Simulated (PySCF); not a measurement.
Spin states and ions at one geometry of [OsO2F3]+

PySCF 2.14.0, RKS r2SCAN, Os def2-SVP with ECP60, O def2-SVP, F def2-SVP; non-relativistic Hamiltonian with scalar-relativistic core potentials where named; density fitting; no spin-orbit coupling; singlets restricted, open shells unrestricted. The geometry is relaxed for charge +1, singlet, vacuum:

```xyz
6

Os    0.0580    0.0000    0.0458
O     0.2044    0.0000    1.7114
O     1.5939    0.0000   -0.6145
F    -0.1851    1.8062   -0.0925
F    -1.5220    0.0000   -0.8951
F    -0.1851   -1.8062   -0.0925
```

Energies count from the relaxed state; an electron taken off or put on is at rest in vacuum. Charges and spins are Mulliken's.

| state | energy (eV) | spin squared | charge on Os1 (e) | spin on Os1 (e) | dipole about the centre of mass (D) |
| --- | --- | --- | --- | --- | --- |
| charge +1, singlet, vacuum | 0.00 | 0.00 | 1.70 | 0.00 | 0.93 |
| charge +2, doublet, vacuum | 20.72 | 0.84 | 1.81 | -0.24 | 2.26 |
| charge 0, doublet, vacuum | -10.56 | 0.75 | 1.48 | 0.64 | 0.35 |

Task: What does the state charge +1, triplet, vacuum give?

Result: energy (eV) 2.61, spin squared 2.02, charge on Os1 (e) 1.59, spin on Os1 (e) 0.62, dipole about the centre of mass (D) 1.06.

With an electron taken off (doublet) the charges change, summed by element, by Os +0.10 e, O +0.50 e, F +0.39 e. The vertical ionisation energy is 20.72 eV, against −ε(HOMO) = 17.28 eV of the relaxed state. The level lies 3.4 eV too high, as is usual for semilocal functionals and global hybrids, which keep a self-interaction error.

With an electron put on (doublet) the charges change, summed by element, by Os -0.22 e, O -0.38 e, F -0.40 e. The vertical electron affinity is 10.56 eV, against −ε(LUMO) = 14.10 eV of the relaxed state.

Open shells may have lower solutions than those found. Hard to converge, so the more doubtful: charge +2, doublet, vacuum.

No frequency check is given that shows the relaxed geometry to be a minimum.
